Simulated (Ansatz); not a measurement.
Consider the redistribution: `[BH2][GeH2][Cl]` + `F[SiH2]O[SiH2]Cl` → `Cl[SiH2][O][GeH2][Cl]` + `B[SiH2]F`.

Program: Ansatz. Geometries: PBE0-D4/def2-TZVP. ΔE: electronic, gas phase. CBS: MP2 limit from def2 TZ/QZ plus the TZ coupled-cluster correction, frozen cores. Functionals use def2-TZVPP. B3LYP here is the variant with VWN-RPA as its local correlation; programs differ in this. For Ge outer-core shells are correlated without core-valence functions, which leaves a few kJ/mol of doubt a bond. Scalar relativity is left out up to krypton. One conformer a species, not always the lowest.

`[BH2][GeH2][Cl]`:

Cartesian coordinates in Å:
```
B 1.243 0.179 0.278
Ge -0.752 0.038 -0.186
Cl -1.429 -2.020 -0.098
H 1.761 1.255 0.268
H 1.889 -0.784 0.554
H -1.646 0.813 0.799
H -1.066 0.518 -1.615
```

`F[SiH2]O[SiH2]Cl`:

Z-matrix (Å, degrees):
```
Si
O 1 1.624
F 1 1.593 2 109.1
H 1 1.475 2 108.0 3 -117.1
H 1 1.477 2 110.4 3 118.1
Si 2 1.626 1 148.3 3 -64.1
Cl 6 2.050 2 109.9 1 -29.0
H 6 1.477 2 110.0 1 89.5
H 6 1.476 2 108.5 1 -147.0
```

`Cl[SiH2][O][GeH2][Cl]`:

Z-matrix (Å, degrees):
```
Si
O 1 1.626
Cl 1 2.057 2 110.0
H 1 1.477 2 108.0 3 117.7
H 1 1.478 2 111.5 3 -118.5
Ge 2 1.766 1 134.9 3 43.4
Cl 6 2.146 2 107.5 1 46.2
H 6 1.529 2 109.5 1 -71.1
H 6 1.527 2 106.2 1 162.4
```

`B[SiH2]F`:

Cartesian coordinates in Å:
```
B 0.042 -0.289 -1.168
Si -0.027 0.189 0.773
F 0.901 -0.739 1.699
H 0.706 -1.175 -1.616
H -0.622 0.351 -1.930
H -1.423 0.066 1.279
H 0.423 1.597 0.964
```

| level | ΔE (kcal/mol) | difference from CCSD(T)/CBS |
| --- | --- | --- |
| PBE-D4 | 20.0 | -3.0 |
| r2SCAN-D4 | 21.9 | -1.1 |
| B3LYP-D4 | 21.9 | -1.1 |
| PBE | 20.5 | -2.5 |
| r2SCAN | 22.0 | -1.0 |
| PBE0 | 21.7 | -1.3 |
| B3LYP | 22.7 | -0.3 |
| MP2/def2-TZVPP | 22.7 | -0.3 |
| SCS-MP2/def2-TZVPP | 22.3 | -0.7 |
| CCSD/def2-TZVPP | 22.6 | -0.4 |
| CCSD(T)/CBS | 23.0 | 0 |

Largest T1 diagnostic among the species: 0.012.

In def2-TZVPP, CCSD(T) changes the Hartree–Fock value by −1.8 kcal/mol (the triples alone add −0.6 kcal/mol) and MP2 by −1.1 kcal/mol. From PBE to PBE0 (25 % exact exchange), in def2-TZVPP and without D4, ΔE moves by +1.2 kcal/mol.
